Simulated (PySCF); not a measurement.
# Mn²⁺: ionisation energy

Mn²⁺ [Ar] 3d5 (6S) → Mn³⁺ [Ar] 3d4 (5D), as a difference of total energies. All numbers are calculated (PySCF 2.14, the non-relativistic Hamiltonian (point nucleus), in def2-QZVPPD (11s6p5d4f2g, 100 functions)). Correlated levels: valence: [Ar] frozen; valence and next inner shell: [Ne] frozen. The calculations carry no spin-orbit coupling.

```tsv
method	ionisation energy (eV)
UHF	32.591
LDA	34.684
PBE	34.286
PBE0	34.109
r2SCAN	34.121
M06-L	33.771
BP86	34.273
TPSS	33.994
MP2 (valence)	33.446
SCS-MP2 (valence)	32.876
SCS-MP2 (valence and next inner shell)	33.506
```

Q: Estimate what TPSSh gives.

A: 33.950 eV, closest to TPSS among the rows shown.

Q: Estimate what MP2 (valence and next inner shell) gives.

A: 34.041 eV, closest to TPSS among the rows shown.

A first-order spin-orbit estimate (lowest level to lowest level, LS coupling) adds -0.079 eV.

These non-relativistic numbers lack the scalar-relativistic shift.

Errors of the correlated levels include the incompleteness of this basis and the frozen core.

For comparison: 33.668 ± 0.012 eV (measured; NIST Atomic Spectra Database, ionization energies).
